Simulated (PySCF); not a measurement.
## Polarisability and C₆ of Cl⁺ (chlorine, charge +1)

[Ne] 3s2 3p4, high-spin 3P determinant. Computed with PySCF 2.14 in aug-cc-pV(T+d)Z (6s5p4d2f, 55 functions), with no relativity, point nucleus. Coupled (time-dependent) response in atomic units; α is the mean over directions.

| method | mean α (bohr³) | α xx, yy, zz | C₆ (like pair) | S(−4) |
| --- | --- | --- | --- | --- |
| UHF | 8.576 | 8.477, 8.775, 8.477 | 40.56 | 17.52 |
| PBE | 8.834 | 8.657, 9.186, 8.657 | 42.02 | 19.07 |
| PBE0 | 8.689 | 8.541, 8.985, 8.541 | 41.16 | 18.19 |
| M06-2X | 8.793 | 8.697, 8.986, 8.697 | 41.02 | 19.58 |

S(−4) is the Cauchy moment in α(ω) = α(0) + S(−4) ω² + …

α(iu) at PBE0:

| u (hartree) | α(iu) (bohr³) |
| --- | --- |
| 0 | 8.689 |
| 0.0500 | 8.644 |
| 0.100 | 8.511 |
| 0.200 | 8.025 |
| 0.300 | 7.339 |
| 0.500 | 5.804 |
| 0.750 | 4.175 |
| 1.00 | 3.032 |
| 1.50 | 1.741 |
| 2.00 | 1.115 |
| 3.00 | 0.5737 |
| 5.00 | 0.2472 |

A single London oscillator, α(iu) = α/(1 + u²/ω²), gives C₆ = (3/4) ω α². Matching the computed C₆ needs ω = 4 × 41.16 / (3 × 8.689²) = 0.727 hartree.

For an ion, C₆ is the dispersion term alone; charge-induced terms of lower order in 1/R come first.

The components differ because the open shell of this determinant is not spherical; for a pure term their mean is the scalar polarisability.
